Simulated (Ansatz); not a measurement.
K₂F₂ (the lowest singlet isomer of a short search). The state is a singlet with charge 0. Geometry PBE0-D4/def2-TZVP, basis def2-TZVP, Ansatz.

```xyz
4

K     1.034    0.799   -1.153
K    -1.034   -0.798    1.153
F     1.166    0.105    1.118
F    -1.166   -0.106   -1.118
```

```json
{"run": "A", "HOMO (eV)": "-9.82", "LUMO (eV)": "0.51"}
{"run": "B", "HOMO (eV)": "-6.14", "LUMO (eV)": "-0.17"}
{"run": "C", "HOMO (eV)": "-6.96", "LUMO (eV)": "-0.42"}
{"run": "D", "HOMO (eV)": "-5.12", "LUMO (eV)": "-0.91"}
{"run": "E", "HOMO (eV)": "-5.42", "LUMO (eV)": "-0.27"}
{"run": "F", "HOMO (eV)": "-5.42", "LUMO (eV)": "-0.86"}
```

LC-ωPBE has ω = 0.4 bohr⁻¹. The structure comes from a short search, and lower isomers may exist.

Task: The runs used LC-ωPBE, LDA (SPW92), PBE, PBE0, r2SCAN, r2SCANh. Estimate which is which.

Result: A LC-ωPBE (range-separated); B r2SCANh (10 % exact exchange); C PBE0 (25 % exact exchange); D PBE (0 % exact exchange); E r2SCAN (0 % exact exchange); F LDA (SPW92) (0 % exact exchange). Exact exchange lowers occupied and raises empty levels; among semilocal functionals meta-GGAs tend to open the gap a little, and such runs are hard to tell apart. The gap grows from 4.21 eV (PBE) to 10.33 eV (LC-ωPBE).
